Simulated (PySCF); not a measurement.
PySCF input file for Ga(F)2(vinyl) (C2H3F2Ga), SMILES [CH](=C)[Ga]([F])[F], TPSSh-D3(BJ)/def2-SVP. 

```python
import numpy as np
from pyscf import gto, scf, dft
import os
os.environ['JAX_PLATFORMS'] = 'cpu'
from ase import Atoms, units
from ase.calculators.calculator import Calculator, all_changes
from sella import Sella

mol = gto.M(
    atom='''
    Ga    0.03305930    0.34127629   -0.00000000
    F     1.01416746    1.79744888   -0.00000000
    F    -1.70356377    0.61473640    0.00000000
    C     0.76403342   -1.54269847    0.00000000
    C    -0.06634648   -2.56449208   -0.00000000
    H     1.84179430   -1.63107789    0.00000000
    H     0.29108919   -3.58529198    0.00000001
    H    -1.13927646   -2.42971944   -0.00000000
    ''',
    basis='def2-SVP',
    charge=0,
    spin=0,
    max_memory=1600,
    verbose=3,
)
mf = dft.RKS(mol, xc='tpssh').density_fit(auxbasis='def2-universal-jkfit')
mf.disp = 'd3bj'
mf.grids.level = 4
mf.conv_tol = 1e-9
mf.max_cycle = 100
mf.kernel()
grad = mf.nuc_grad_method()
grad.grid_response = mol.nao <= 150
scan = grad.as_scanner()
scan.verbose = scan.base.verbose = 0
class SCF(Calculator):
    implemented_properties = ['energy', 'forces']
    def calculate(self, atoms=None, properties=None, system_changes=all_changes):
        super().calculate(atoms, properties, system_changes)
        e, g = scan(mol.set_geom_(self.atoms.positions, unit='Angstrom', inplace=False))
        assert scan.converged
        self.results = {'energy': float(e) * units.Hartree, 'forces': -np.asarray(g) * units.Hartree / units.Bohr}
atoms = Atoms(mol.elements, mol.atom_coords(unit='Angstrom'), calculator=SCF())
conv = Sella(atoms, order=0, internal=True, allow_fragments=True).run(fmax=0.002, steps=150)
mol_eq = mol.set_geom_(atoms.positions, unit='Angstrom', inplace=False)
print(mol_eq.tostring(format='xyz'))
mf.reset(mol_eq)
mf.verbose = 3
mf.kernel()
```

It prints:

```
converged SCF energy = -2202.13979131542
     Step          Energy         fmax         cmax       rtrust          rho
Sella   0   -59923.275941       2.5637       0.0000       0.1000       1.0000
Sella   1   -59923.343032       2.5637       0.0000       0.1000       1.3373
Sella   2   -59923.368383       1.1936       0.0000       0.1000       1.1667
Sella   3   -59923.371851       0.1947       0.0000       0.1000       1.3771
Sella   4   -59923.373378       0.1075       0.0000       0.1000       1.1921
Sella   5   -59923.373600       0.0393       0.0000       0.1000       1.1477
Sella   6   -59923.353648       0.0346       0.0000       0.0900     -13.2535
Sella   7   -59923.373660       0.4055       0.0000       0.1035       1.0087
Sella   8   -59923.373738       0.0261       0.0000       0.1035       1.0814
Sella   9   -59923.373748       0.0106       0.0000       0.1035       1.6774
Sella  10   -59923.373763       0.0090       0.0000       0.1035       1.0934
Sella  11   -59923.373764       0.0039       0.0000       0.1035       1.5778
Sella  12   -59923.373767       0.0035       0.0000       0.1035       1.2762
Sella  13   -59923.373768       0.0027       0.0000       0.1035       1.3436
8
XYZ from PySCF
Ga          0.05235661        0.30499013        0.00011254
F           0.99097027        1.78394184       -0.00034645
F          -1.67674820        0.60284551        0.00016752
C           0.75767071       -1.49047099        0.00020707
C          -0.07276616       -2.54610353       -0.00005566
H           1.84187113       -1.64750355        0.00024600
H           0.30334851       -3.57612612       -0.00022920
H          -1.16174591       -2.43139157       -0.00010180
converged SCF energy = -2202.14338639847
```

Self-consistency was reached.

Cost: around 5 core-minutes (rough).
